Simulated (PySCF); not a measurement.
C3H7BN2, SMILES C=C=CB(N)N. Atoms are numbered in the order given.

```xyz
13

C     -0.1166    -2.7061     0.0000
C      0.4155    -1.5090     0.0000
C      0.8917    -0.2881     0.0000
B     -0.0354     0.9920     0.0000
N      0.5848     2.2652     0.0000
N     -1.4390     0.8307     0.0000
H     -0.3384    -3.2288    -0.9367
H     -0.3384    -3.2288     0.9367
H      1.9852    -0.1751     0.0000
H      0.0802     3.1398     0.0000
H      1.5873     2.3771     0.0000
H     -1.8613    -0.0871     0.0000
H     -2.1017     1.5915     0.0000
```

Coordinates come from a PBE0-D3(BJ)/def2-SVP optimisation. This is a generated structure with no PubChem entry under its InChIKey; it may be hypothetical. The values are those of a single conformer.

Method: PBE/pcSseg-1 in PySCF.

GIAO shieldings, no solvent; atoms listed in one row are averaged. δ = σ(ref) − σ: ¹³C against TMS (σ = 182.0 ppm); ¹¹B against BF3 (σ = 83.9 ppm); ¹⁵N against NH3 (σ = 267.0 ppm); ¹H against TMS (σ = 31.49 ppm), references at their B3LYP-D3(BJ)/def2-TZVP geometries, non-relativistic.

Computed chemical shifts:
| nucleus | atoms | count | δ (ppm) |
|---|---|---|---|
| ¹³C | C2 | 1 | 224.7 |
| ¹³C | C3 | 1 | 87.5 |
| ¹³C | C1 | 1 | 72.5 |
| ¹¹B | B4 | 1 | 10.6 |
| ¹⁵N | N5 | 1 | 70.9 |
| ¹⁵N | N6 | 1 | 65.6 |
| ¹H | H9 | 1 | 5.14 |
| ¹H | H7, H8 | 2 | 4.86 |
| ¹H | H12 | 1 | 2.75 |
| ¹H | H11 | 1 | 2.13 |
| ¹H | H13 | 1 | 2.11 |
| ¹H | H10 | 1 | 2.06 |
